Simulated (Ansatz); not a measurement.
Mulliken charges of C2H5FSi2 (`FC1=C[SiH2][SiH2]1`) from PBE/def2-TZVPP in Ansatz (PBE0-D4/def2-TZVP geometry).

| atom | x (Å) | y (Å) | z (Å) | charge (e) |
| --- | --- | --- | --- | --- |
| F1 | 2.184 | 0.305 | 1.298 | -0.147 |
| C2 | 1.058 | 0.101 | 0.605 | 0.138 |
| C3 | 0.809 | -1.024 | -0.084 | -0.133 |
| Si4 | -0.883 | -0.688 | -0.806 | 0.162 |
| Si5 | -0.425 | 1.253 | 0.396 | 0.106 |
| H6 | 1.497 | -1.864 | -0.138 | 0.073 |
| H7 | -0.932 | -0.625 | -2.291 | -0.053 |
| H8 | -1.961 | -1.595 | -0.333 | -0.053 |
| H9 | -1.148 | 1.557 | 1.659 | -0.046 |
| H10 | -0.116 | 2.529 | -0.303 | -0.046 |

Question: By hand: the dipole of these point charges (1 e Å = 4.8032 D).

Answer: Σ q r = (-0.150, -0.080, -0.118) e Å, of length 0.207 e Å = 0.99 D.

Question: How does the dipole of the full density compare? (Estimate.)

Answer: The calculation gave: (-0.138, -0.049, -0.097) e Å, 0.84 D; the point charges give 1.18 times that, at 7° from its direction.

Point charges leave out the atoms' own dipoles, such as those of lone pairs, and Mulliken's split depends on the basis, so the two needn't agree.
